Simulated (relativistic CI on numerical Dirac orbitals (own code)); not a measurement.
# A ladder of approximations for the levels of Au II

Calculated with a relativistic CI code on KLI orbitals (one set per configuration, finite nucleus), adding one ingredient at a time: step 1, Dirac-Coulomb, each configuration alone; step 2, with Breit and QED terms; step 3, with configuration mixing; step 4, with scaled Slater integrals (0.85); step 5, with a P86 correlation estimate; step 6, tied to the ionisation limit. P86 is a density functional for the correlation energy, evaluated here for each configuration and added to its levels. Step 6 is semi-empirical: configurations made of the next ion and one excited electron move by 3745 cm⁻¹, so that their limit matches the tabulated ionisation energy, and those with a non-penetrating f or g electron also take the P86 value of the least penetrating other one.

Configurations in the expansion (outside the closed core [Xe] 4f14): 5d10, 5d9 6s, 5d9 6p, 5d9 7s, 5d9 6d, 5d9 7p, 5d9 5f, 5d9 7d, 5d9 6f, 5d9 7f, 5d8 6s2.

Computed minus measured energy above the ground level, in cm⁻¹, for 10 of the 24 excited levels that pair in every step (one J of a term; a digit in brackets numbers repeated terms):

```tsv
Configuration	Term	J	Measured	Step 1	Step 2	Step 3	Step 4	Step 5	Step 6
5d9 6s	(5/2,1/2)	3	15040	-1939	-1354	-121	-27	2727	6469
5d9 6s	(3/2,1/2)	1	27766	-2306	-2007	-764	-770	1983	5726
5d8 6s2	3F	4	40479	-372	821	2087	3041	8202	8202
5d8 6s2	3P	0	58550	3418	4517	6055	4367	9509	9510
5d9 6p	(5/2,1/2)°	2	63053	-4903	-4504	-3272	-2629	2321	6064
5d9 6p	(5/2,3/2)°	4	72495	-5937	-5660	-4394	-4510	438	4181
5d9 6p	(3/2,1/2)°	2	76660	-4028	-3871	-2654	-2673	2278	6021
5d9 6p	(3/2,3/2)°	0	82614	-6198	-6209	-4974	-4794	157	3899
5d9 7s	(5/2,1/2)	3	108173	-11221	-10966	-9659	-9862	-3216	526
5d9 7s	(3/2,1/2)	1	120823	-11395	-11430	-10095	-10399	-3752	-10
```

Mean absolute errors in cm⁻¹, over all paired levels and for the configurations:

```csv
"Configuration, levels",Step 1,Step 2,Step 3,Step 4,Step 5,Step 6
"all, 24",4680,4594,3875,4020,3212,5171
"5d9 6s, 4",1399,1122,369,315,2612,6298
"5d8 6s2, 4",1897,2306,3633,3448,8605,8605
"5d9 6p, 12",4494,4314,3145,3420,1534,5276
"5d9 7s, 4",11304,11195,9810,10095,3452,296
```

Measured levels: NIST Handbook of Basic Atomic Spectroscopic Data (Sansonetti and Martin, J. Phys. Chem. Ref. Data 34, 1559 (2005)).

The mean absolute error is lowest at step 5 (3212 cm⁻¹), and the largest single drop is from step 4 to 5 (4020 to 3212). Mixing lowers the ground level by 1300, with 5d8 6s2 as its largest admixture; relative to it the configurations that move most are 5d9 7s by +1384, 5d8 6s2 by +1327, 5d9 6p by +1169. The P86 estimate moves 5d9 7s by +6643, 5d8 6s2 by +5157, 5d9 6p by +4953, and takes the mean absolute error of the excited configurations from 4020 to 3212. Step 6 takes that error from 3212 to 5171; the error more than halves for 5d9 7s; it grows for 5d9 6s, 5d9 6p. The shift fits the limit, so it does little for low levels whose errors differ from those near the limit.
